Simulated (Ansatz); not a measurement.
Saddle point of SiH5SeF, closed shell (SiH₃F ([F][SiH3]) + H₂Se → SiH₄Se ([SiH3][SeH]) + HF; bonds formed: Si1–Se7, F2–H6; bonds broken: Si1–F2, H6–Se7), PBE0-D4/def2-TZVP structure:

```json
{"atom": "Si1", "x (Å)": "-0.6247", "y (Å)": "0.1047", "z (Å)": "-0.5765"}
{"atom": "F2", "x (Å)": "1.2750", "y (Å)": "0.1762", "z (Å)": "-0.8717"}
{"atom": "H3", "x (Å)": "-0.9334", "y (Å)": "-1.2164", "z (Å)": "-1.1586"}
{"atom": "H4", "x (Å)": "-1.7084", "y (Å)": "0.5637", "z (Å)": "0.3346"}
{"atom": "H5", "x (Å)": "-0.6314", "y (Å)": "1.1647", "z (Å)": "-1.6200"}
{"atom": "H6", "x (Å)": "1.4526", "y (Å)": "-0.2947", "z (Å)": "0.1330"}
{"atom": "Se7", "x (Å)": "0.5623", "y (Å)": "-0.8948", "z (Å)": "1.5307"}
{"atom": "H8", "x (Å)": "0.6079", "y (Å)": "0.3966", "z (Å)": "2.2285"}
```

Energies are electronic, without zero-point energy. Barriers and step energies count from the start structure reached by relaxing down the imaginary mode; all methods use the PBE0-D4 structures, on which another method's saddle can fall below an end. Program: Ansatz 0.2.0. Basis: def2-TZVPP, with def2-QZVPP for the basis limit. Cores are frozen in the correlated methods. Filled d shells of the heavier atoms are correlated. The def2 sets are not built for correlating such inner shells, so the correlated values are less sure here. B3LYP uses VWN-RPA correlation. Extrapolation: Hartree–Fock as exp(−7.88 √X), correlation as X^−2.97.

```
      method  barrier (kJ/mol)  step energy (kJ/mol)
       SPW92             108.3                  34.3
      PBE-D4             138.7                  37.2
     BLYP-D4             164.8                  54.6
   r2SCAN-D4             161.7                  52.3
      B97M-V             188.0                  64.7
     PBE0-D4             161.6                  40.9
    B3LYP-D4             181.2                  57.0
  r2SCAN0-D4             175.5                  51.7
    BHLYP-D4             207.5                  63.6
CAM-B3LYP-D4             189.7                  64.1
     wB97X-V             186.2                  57.5
     wB97M-V             179.4                  57.3
      B2PLYP                 ?                  59.6
    PBE-QIDH             179.4                  47.6
  RPA on PBE                 ?                  63.4
          HF             271.9                  81.1
         MP2                 ?                  52.9
        CCSD             206.9                  61.1
     CCSD(T)             192.5                  57.1
```

Fill in the withheld barriers. (To be estimated.)

The calculation gives: MP2 182.7; RPA on PBE 192.2; B2PLYP 188.6 kJ/mol. Each is the energy of the saddle less that of the start structure, by the same method.

For comparison, the barrier by CCSD(T) at an estimated basis limit (MP2 extrapolated from triple and quadruple zeta, plus CCSD(T) − MP2 in triple zeta) is 187.7 kJ/mol.

T1 diagnostic: at most 0.012.

Labels in which every atom is bracketed show which atoms are joined, not bond orders.

For scale, one of the runs: CCSD(T)/def2-TZVPP, 191 basis functions, launched by `ansatz run in.yaml --threads 4 --pin off --events-out ev --progress --plain --max-ram 9574MiB`. Hardware: 4 CPU threads of an AMD EPYC, shared host. Wall time 110 s; peak host memory 2.1 GiB.
